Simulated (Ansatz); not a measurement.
Computed with Ansatz on PBE0-D4/def2-TZVP structures; ΔE is electronic, products minus reactants. CCSD(T)/CBS is the MP2 limit (def2-TZVPP, def2-QZVPP) plus CCSD(T) − MP2 in def2-TZVPP, frozen cores. DFT in def2-TZVPP. Elements past krypton have def2 core potentials. For I outer-core shells are correlated without core-valence functions, which leaves a few kJ/mol of doubt a bond. Each species was taken in one conformer, which may not be the lowest.

Consider the ligand exchange at the Si–C bond: `[SiH3]CO[SiH2]Cl` + HI → `[SiH3]I` + `CO[SiH2]Cl`.

```json
{"level": "ωB97M-V", "ΔE (kJ/mol)": "-98.2", "difference from CCSD(T)/CBS": "5.2"}
{"level": "PBE", "ΔE (kJ/mol)": "-100.4", "difference from CCSD(T)/CBS": "3.0"}
{"level": "PBE0", "ΔE (kJ/mol)": "-104.8", "difference from CCSD(T)/CBS": "-1.4"}
{"level": "HF/def2-TZVPP", "ΔE (kJ/mol)": "-111.6", "difference from CCSD(T)/CBS": "-8.2"}
{"level": "MP2/def2-TZVPP", "ΔE (kJ/mol)": "-104.6", "difference from CCSD(T)/CBS": "-1.2"}
{"level": "CCSD/def2-TZVPP", "ΔE (kJ/mol)": "-96.8", "difference from CCSD(T)/CBS": "6.6"}
{"level": "HF/def2-QZVPP", "ΔE (kJ/mol)": "-111.8", "difference from CCSD(T)/CBS": "-8.4"}
{"level": "MP2/def2-QZVPP", "ΔE (kJ/mol)": "-109.1", "difference from CCSD(T)/CBS": "-5.7"}
{"level": "MP2/CBS(def2)", "ΔE (kJ/mol)": "-112.4", "difference from CCSD(T)/CBS": "-9.0"}
{"level": "CCSD/CBS(def2)", "ΔE (kJ/mol)": "-104.5", "difference from CCSD(T)/CBS": "-1.1"}
{"level": "CCSD(T)/CBS", "ΔE (kJ/mol)": "-103.4", "difference from CCSD(T)/CBS": "0"}
```

Largest T1 diagnostic among the species: 0.011.

In def2-TZVPP, CCSD(T) changes the Hartree–Fock value by +15.9 kJ/mol (the triples alone add +1.1 kJ/mol) and MP2 by +6.9 kJ/mol. From PBE to PBE0 (25 % exact exchange), in def2-TZVPP and without D4, ΔE moves by −4.4 kJ/mol. The D4 term adds +3.4 kJ/mol with B3LYP and +2.3 kJ/mol with PBE0; it sums over pairs of atoms, weighted by their polarisabilities, and B3LYP, whose exchange is more repulsive, gets the larger term.

B3LYP here is the variant with VWN-RPA as its local correlation; programs differ in this.
